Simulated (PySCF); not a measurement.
# Computed properties of B(F)(OAc)(OH) (C2H4BFO3), SMILES CC(=O)OB(O)F

B(F)(OAc)(OH) (C2H4BFO3), SMILES CC(=O)OB(O)F. Geometry optimised at B3LYP-D3(BJ)/def2-SVP. Other conformers were not sampled. All values are computed for the isolated molecule unless a solvent is named; none is compared with measurement here.

**Structure.** All 27 harmonic modes at B3LYP-D3(BJ)/def2-SVP (PySCF) are real, so it is a minimum. With heavy atoms numbered as in [B:1]([F:2])([O:3][C:4]([CH3:5])=[O:6])[OH:10], the shortest bond between them is C4–O6 at 1.200 Å and the longest C4–C5 at 1.503 Å.

**Vibrations.** The strongest infrared lines (harmonic, unscaled, degenerate partners summed) lie at 1489 cm⁻¹ (493 km/mol, B 74 %, O 20 %), 1267 cm⁻¹ (478 km/mol, C 58 %, H 22 %, O 20 %), 1410 cm⁻¹ (336 km/mol, B 67 %, O 10 %, F 9 %, H 8 %). The softest mode is at 41 cm⁻¹ and the zero-point energy is 46.4 kcal/mol.

**Electronic structure.** CAM-B3LYP/def2-TZVP (PySCF) places the frontier levels at -9.83 and 0.92 eV, a gap of 10.75 eV, and gives a dipole moment of 2.01 D and a mean polarisability of 46.0 bohr³. PBE/def2-TZVP (PySCF) at the same geometry gives -6.60 and -1.40 eV, so its gap is 5.55 eV narrower. An orbital gap is neither the optical nor the fundamental gap.

**Excitations.** TDDFT-ωB97X/def2-SVPD (PySCF) has S1 at 5.78 eV (214 nm, f = 0.001, dark); the most intense of the 10 singlets computed lies at 10.11 eV (f = 0.17). T1 (TDA) is at 5.28 eV. TDDFT-PBE/def2-SVPD (PySCF) puts S1 at 5.36 eV. No vertical singlet excitation falls in the visible range (under 3.1 eV).

**NMR.** GIAO shifts at PBE0/pcSseg-1 (PySCF) (non-relativistic, atoms alike by connectivity averaged): ¹³C from 25.5 to 174.8 ppm against TMS; ¹H from 2.4 to 4.2 ppm against TMS; ¹⁹F at -121.9 ppm against CFCl3; ¹¹B at 5.2 ppm against BF3.
